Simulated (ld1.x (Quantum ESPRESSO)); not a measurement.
**Varying the TM potential for Ta**

Base potential:

tantalum, norm-conserving Troullier–Martins (Kleinman–Bylander form), made with ld1.x (Quantum ESPRESSO) 7.5 (PBE, scalar-relativistic). Core [Kr] 4d10 4f14, reference 5s2 5p6 5d3 6s2 6p0. Waves: 5s (bound): rc 1.95 bohr; 5p (bound): rc 1.60 bohr; 5d (bound): rc 1.65 bohr. Local part: the d channel. Core correction: a·sin(br)/r model core inside 1.50 bohr.

Occupied shells without a wave of their own: 6s. They enter only through the test configuration that unscreens the potential, and ld1.x also counts them in the model core charge.

Cutoffs, loose and tight: the cutoffs (Ry, on a coarse ladder) from which the occupation-weighted sum of valence levels, in a spherical-Bessel basis at the reference potential, stays within 10 and 1 mRy of its value at 400 Ry. They do not see the model core or the augmentation charge, which bear on the density cutoff. Test errors are all-electron minus pseudo excitation energies from the reference, over the configurations 5s2 5p6 5d3 6s1 6p0; 5s2 5p6 5d3 6s0 6p0; 5s2 5p6 5d2 6s0 6p0; 5s2 5p6 5d3 6s1 6p1; 5s2 5p6 5d2 6s2 6p0; 5s2 5p6 5d3.5 6s1.5 6p0; 5s2 5p6 5d3 6s0 6p1. A dash means not determined; rows that change the core or the reference have their own tests. The largest error is taken over the tests solved by every variant that gives reliable tests at all: 5s2 5p6 5d2 6s0 6p0; 5s2 5p6 5d2 6s2 6p0; 5s2 5p6 5d3 6s0 6p0; 5s2 5p6 5d3 6s1 6p0; 5s2 5p6 5d3.5 6s1.5 6p0.

With those shells counted twice in exchange and correlation these files are broken, and their errors move erratically; no question is asked of them.

A true bound ghost makes a file unfit for plane-wave use even where its test errors are small: the radial tests pick states by their node count and pass the ghost by. Where a test does run into it, the solver fails or the error is huge.

Cutoffs are not given where the Bessel-basis levels miss the radial ones by over 6 mRy, ghosts where they miss by over 20 mRy; a channel whose overlap is not positive is not tested.

| change | outcome | bound ghosts | largest test error (meV) |
| --- | --- | --- | --- |
| base | generated, misses its reference levels by 0.31 eV | p | +432 |
| wave 5s (bound): rc 1.95 bohr becomes 5s (bound): rc 1.28 bohr | failed: the pseudo-atom did not reach self-consistency | – | – |
| wave 5s (bound): rc 1.95 bohr becomes 5s (bound): rc 1.54 bohr | generated, misses its reference levels by 0.54 eV | p | +1418 |
| wave 5s (bound): rc 1.95 bohr becomes 5s (bound): rc 1.82 bohr | generated, misses its reference levels by 0.41 eV | not determined | +877 |
| wave 5s (bound): rc 1.95 bohr becomes 5s (bound): rc 2.12 bohr | generated | p | -962 |
| wave 5s (bound): rc 1.95 bohr becomes 5s (bound): rc 2.42 bohr | generated, misses its reference levels by 0.50 eV | p | -3090 |
| wave 5s (bound): rc 1.95 bohr becomes 5s (bound): rc 2.68 bohr | generated, misses its reference levels by 0.79 eV | p | -4321 |
| wave 5s (bound): rc 1.95 bohr becomes 5s (bound): rc 2.90 bohr | generated, misses its reference levels by 0.84 eV | p | -4517 |

Reading the sweep of the s radius (base included, trends over the rows without a ghost): Bound ghosts are found at 1.54, 1.95, 2.12, 2.42, 2.68, 2.9 bohr. Every judged row has one, so this setting neither creates nor removes them. The generation fails at 1.28 bohr.
